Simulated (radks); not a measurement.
Values are calculated unless marked as measured or tabulated.
All-electron atom: Gd35+ in [Ar] 3d10 4s1. Code: a radial shooting solver on a logarithmic mesh with Libxc functionals. Model: scalar-relativistic Kohn-Sham, PBE, spin-polarised, spherical densities, finite nucleus; open shells are filled with parallel spins first (spin-orbit coupling, left out, can overturn this in heavy ions); Fermi nuclear charge, rms radius 5.1569 fm.

Normalised radial functions P(r) = r R(r), r in bohr:

```
   r/bohr * 4s up (the largest magnitude, 1.68, reaches the edge; | marks zero)
 0.001267                             | *
 0.001611                             |  *
 0.002064                             |   *
 0.002624                             |   *
 0.003336                             |    *
  0.00424                             |     *
  0.00539                             |     *
 0.006853                             |      *
 0.008711                             |      *
  0.01107                             |      *
  0.01419                             |      *
  0.01804                             |    *
  0.02293                             | *
  0.02916                           * |
  0.03706                       *     |
  0.04712                   *         |
   0.0599                 *           |
  0.07614                   *         |
  0.09758                          *  |
    0.124                             |      *
   0.1577                             |               *
   0.2005                             |                *
   0.2548                             |     *
    0.324                  *          |
   0.4118    *                        |
   0.5236  *                          |
   0.6709            *                |
   0.8529                      *      |
    1.084                            *|
    1.378                             *
```

4s up: eigenvalue -1517.8 eV, 3 radial nodes at r = 0.0266, 0.106, 0.279 bohr, <r> = 0.483 bohr, 90 % of the charge inside 0.681 bohr.
